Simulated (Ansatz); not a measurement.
Born–Oppenheimer molecular dynamics of Cl4H4NOTa (11 atoms, charge 0, multiplicity 1). It starts at the highest image of a converged band, a first-order saddle point between two minima.

All numbers below come from Ansatz, RKS PBE/def2-SVP.

| Property | Result |
| --- | --- |
| ensemble | NVE (velocity Verlet) |
| time step | 0.5 fs |
| steps asked | 200 |
| starting velocities drawn for | 300 K |
| seed | 11549 |

Frames 0.5 fs apart, positions in Å.

Velocities at 85 fs (Å/ps):

```
Ta 2.81 -2.03 -0.41
O -9.60 10.82 0.82
H 5.02 7.71 0.57
Cl -0.04 3.52 -0.47
Cl 2.43 2.92 2.85
Cl 4.45 -1.23 1.67
Cl -9.29 1.03 -0.23
N -16.69 1.17 -5.90
H -3.46 -6.72 5.86
H -27.98 -32.59 -0.96
H -7.46 -11.75 2.41
```

```xyz
11
Properties=species:S:1:pos:R:3 time_fs=85 energy_less_start_eV=-0.551 T=776
Ta 0.013 0.225 0.287
O 1.756 -0.335 0.141
H 2.713 -0.556 0.156
Cl -0.326 0.062 2.615
Cl 0.222 1.317 -1.780
Cl -2.155 1.173 0.209
Cl -0.820 -1.802 -0.484
N 0.886 2.520 1.125
H 0.650 2.687 2.057
H 0.410 3.281 0.641
H 1.851 2.941 1.014
11
Properties=species:S:1:pos:R:3 time_fs=85.5 energy_less_start_eV=-0.565 T=788
Ta 0.014 0.224 0.287
O 1.752 -0.329 0.141
H 2.715 -0.552 0.156
Cl -0.326 0.063 2.615
Cl 0.223 1.319 -1.779
Cl -2.153 1.172 0.210
Cl -0.825 -1.802 -0.484
N 0.878 2.521 1.122
H 0.648 2.684 2.064
H 0.395 3.264 0.640
H 1.847 2.934 1.016
11
Properties=species:S:1:pos:R:3 time_fs=86 energy_less_start_eV=-0.591 T=809
Ta 0.015 0.223 0.287
O 1.748 -0.324 0.142
H 2.714 -0.547 0.156
Cl -0.326 0.065 2.614
Cl 0.224 1.320 -1.778
Cl -2.151 1.171 0.211
Cl -0.829 -1.801 -0.484
N 0.870 2.521 1.118
H 0.644 2.681 2.075
H 0.377 3.249 0.637
H 1.841 2.924 1.017
11
Properties=species:S:1:pos:R:3 time_fs=86.5 energy_less_start_eV=-0.617 T=831
Ta 0.017 0.222 0.287
O 1.744 -0.319 0.143
H 2.712 -0.542 0.155
Cl -0.326 0.067 2.614
Cl 0.226 1.322 -1.776
Cl -2.149 1.171 0.212
Cl -0.834 -1.800 -0.484
N 0.862 2.522 1.115
H 0.639 2.678 2.091
H 0.356 3.236 0.632
H 1.835 2.912 1.020
11
Properties=species:S:1:pos:R:3 time_fs=87 energy_less_start_eV=-0.636 T=847
Ta 0.018 0.221 0.286
O 1.741 -0.314 0.143
H 2.706 -0.537 0.154
Cl -0.326 0.069 2.614
Cl 0.227 1.323 -1.775
Cl -2.147 1.170 0.213
Cl -0.839 -1.800 -0.484
N 0.855 2.522 1.111
H 0.634 2.674 2.109
H 0.333 3.225 0.625
H 1.827 2.898 1.022
11
Properties=species:S:1:pos:R:3 time_fs=87.5 energy_less_start_eV=-0.642 T=852
Ta 0.019 0.220 0.286
O 1.738 -0.309 0.144
H 2.699 -0.531 0.152
Cl -0.325 0.070 2.614
Cl 0.228 1.325 -1.774
Cl -2.144 1.170 0.214
Cl -0.843 -1.799 -0.484
N 0.848 2.523 1.107
H 0.628 2.670 2.127
H 0.307 3.215 0.617
H 1.819 2.882 1.024
11
Properties=species:S:1:pos:R:3 time_fs=88 energy_less_start_eV=-0.632 T=844
Ta 0.021 0.219 0.286
O 1.736 -0.304 0.145
H 2.689 -0.525 0.151
Cl -0.325 0.072 2.614
Cl 0.230 1.326 -1.772
Cl -2.142 1.169 0.215
Cl -0.848 -1.799 -0.484
N 0.841 2.523 1.104
H 0.623 2.665 2.143
H 0.279 3.208 0.606
H 1.811 2.865 1.025
11
Properties=species:S:1:pos:R:3 time_fs=88.5 energy_less_start_eV=-0.607 T=822
Ta 0.022 0.218 0.286
O 1.734 -0.299 0.146
H 2.679 -0.518 0.148
Cl -0.325 0.074 2.614
Cl 0.231 1.328 -1.771
Cl -2.140 1.169 0.216
Cl -0.852 -1.798 -0.484
N 0.834 2.523 1.100
H 0.617 2.659 2.155
H 0.250 3.201 0.595
H 1.802 2.847 1.026
11
Properties=species:S:1:pos:R:3 time_fs=89 energy_less_start_eV=-0.569 T=790
Ta 0.023 0.217 0.285
O 1.733 -0.295 0.147
H 2.668 -0.511 0.146
Cl -0.325 0.075 2.614
Cl 0.233 1.330 -1.770
Cl -2.138 1.169 0.217
Cl -0.857 -1.798 -0.484
N 0.826 2.523 1.098
H 0.612 2.653 2.163
H 0.221 3.195 0.584
H 1.795 2.829 1.026
11
Properties=species:S:1:pos:R:3 time_fs=89.5 energy_less_start_eV=-0.529 T=756
Ta 0.024 0.216 0.285
O 1.732 -0.291 0.148
H 2.659 -0.505 0.142
Cl -0.325 0.077 2.613
Cl 0.234 1.331 -1.769
Cl -2.136 1.168 0.218
Cl -0.862 -1.797 -0.484
N 0.819 2.524 1.095
H 0.608 2.645 2.166
H 0.193 3.188 0.573
H 1.788 2.812 1.025
11
Properties=species:S:1:pos:R:3 time_fs=90 energy_less_start_eV=-0.496 T=728
Ta 0.025 0.215 0.285
O 1.732 -0.286 0.149
H 2.653 -0.500 0.139
Cl -0.325 0.079 2.613
Cl 0.235 1.333 -1.768
Cl -2.134 1.168 0.219
Cl -0.866 -1.797 -0.484
N 0.811 2.524 1.093
H 0.603 2.637 2.164
H 0.166 3.180 0.563
H 1.783 2.794 1.022
11
Properties=species:S:1:pos:R:3 time_fs=90.5 energy_less_start_eV=-0.479 T=714
Ta 0.026 0.214 0.285
O 1.732 -0.282 0.151
H 2.649 -0.495 0.135
Cl -0.324 0.080 2.613
Cl 0.237 1.335 -1.766
Cl -2.133 1.167 0.220
Cl -0.871 -1.796 -0.484
N 0.803 2.524 1.091
H 0.599 2.628 2.157
H 0.142 3.172 0.555
H 1.780 2.778 1.019
```

Of the whole run (100 fs, mean temperature of the second half 715 K): The conserved energy stayed within 0.28 meV per atom of its start (net change 0.19 meV per atom), so the integration is sound. The kinetic energy rose, since the run started high on the potential surface and went downhill. A run of 0.1 ps of so small a system gives no equilibrium averages. The orbitals stay closed-shell, which can raise the energy where a bond breaks towards radicals; this wasn't checked here.

Time of the run: 4.8 min on 4 threads of Intel(R) Xeon(R) 6975P-C (Granite Rapids) (shared host), peak memory 0.27 GiB.
